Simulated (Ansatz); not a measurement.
## Worked example: the enthalpy of formation of CH3I (methyl iodide)

The species is CH3I (5 atoms), meant as a singlet with charge 0. As SMILES, `CI`. The coordinates come from a PBE0-D4/def2-TZVP relaxation.

Total energies at HF/3-21G (Ansatz 0.2.0); the atoms run unrestricted:

| species | state | energy (Eh) |
| --- | --- | --- |
| CH3I | singlet | -6926.700199 |
| C | triplet | -37.481070 |
| I | doublet | -6887.305492 |
| H | doublet | -0.496199 |

Harmonic wavenumbers at PBE0-D4/def2-TZVP, in cm⁻¹: 558, 898, 898, 1280, 1461, 1462, 3100, 3216, 3216.

Measured heats of formation of the gaseous atoms at 298.15 K, in kJ/mol: C 716.9, I 106.8, H 218.0. Spin-orbit lowering of the atoms at 298 K (mean of the ground term's levels less their thermal mean, from spectra), in kJ/mol: C 0.02, I 30.32. Take 1 Eh = 2625.50 kJ/mol, 1 cm⁻¹ = 0.0119627 kJ/mol, RT = 2.479 kJ/mol.

Problem. Work out the heat of formation of the gas at 298 K.

Solution. 
1. Electronic atomisation energy: (-37.481070) + (-6887.305492) + 3 × (-0.496199) − (-6926.700199) = 0.425040 Eh = 1115.9 kJ/mol.
2. Zero-point energy: half the sum of the wavenumbers, 8044.5 cm⁻¹ = 96.2 kJ/mol.
3. Thermal vibrational enthalpy, Σ hcν̃/(exp(hcν̃/kT) − 1): 0.8 kJ/mol. Translation, rotation and pV of a non-linear molecule: 4 RT = 9.9 kJ/mol.
4. The 5 free atoms carry 5/2 RT each: 31.0 kJ/mol.
5. Spin-orbit coupling lowers the free atoms by 0.02 + 30.32 = 30.3 kJ/mol.
6. Atomisation enthalpy at 298 K: 1115.9 − 30.3 − 96.2 − 0.8 − 9.9 + 31.0 = 1009.7 kJ/mol.
7. Sum of the atoms' heats of formation: 1477.7 kJ/mol. Heat of formation: 1477.7 − 1009.7 = +468.0 kJ/mol.

The tabulated value is +15.0 kJ/mol (Active Thermochemical Tables), so this level is off by +453.0 kJ/mol, or 31.0 % of the atomisation enthalpy that the table implies (1462.7 kJ/mol). Hartree–Fock leaves out correlation, which is larger in the molecule than in the atoms, so it underbinds and puts the heat of formation too high. Relativity is left out. A basis without polarisation functions underbinds badly. Anharmonicity and any spin-orbit splitting of the molecule are left out.
